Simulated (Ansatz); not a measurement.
Reaction (ligand exchange at the Si–N bond): `C=N[SiH2]N` + `[SH][GeH3]` → `N[SiH2][S][GeH3]` + `C=N`

Isolated molecules relaxed with PBE0-D4/def2-TZVP in Ansatz; ΔE leaves out vibrations. CCSD(T)/CBS adds triple-zeta CCSD(T) − MP2 to the extrapolated MP2 energy (def2 sets, frozen cores). This one scheme is used for every species. Functionals use def2-TZVPP. For Ge outer-core shells are correlated without core-valence functions, which leaves a few kJ/mol of doubt a bond. Scalar relativity is left out up to krypton. One conformer a species, not always the lowest.

| level | ΔE (kJ/mol) |
| --- | --- |
| r2SCAN0-D4 | -27.2 |
| CCSD/def2-TZVPP | -23.0 |
| HF/CBS(def2) | -11.3 |
| CCSD/CBS(def2) | -25.9 |

(1) What does CCSD(T)/CBS give? (An estimate is asked.)

Largest T1 diagnostic among the species: 0.012.

## Answers

(1) Ansatz gave: -28.2 kJ/mol. The listed levels differ from it by 1.0, 5.2, 16.9, 2.3 kJ/mol.

Leaving LDA and LC-ωPBE aside and taking each functional with its dispersion term where it has one, the values, not all of them listed here, spread over 13.5 kJ/mol, from revPBE-D4 to CAM-B3LYP-D4. LDA lies +3.1 kJ/mol from PBE without D4. The D4 term adds −5.7 kJ/mol with B3LYP and −3.2 kJ/mol with PBE0; it sums over pairs of atoms, weighted by their polarisabilities, and B3LYP, whose exchange is more repulsive, gets the larger term.

B3LYP here is the variant with VWN-RPA as its local correlation; programs differ in this.
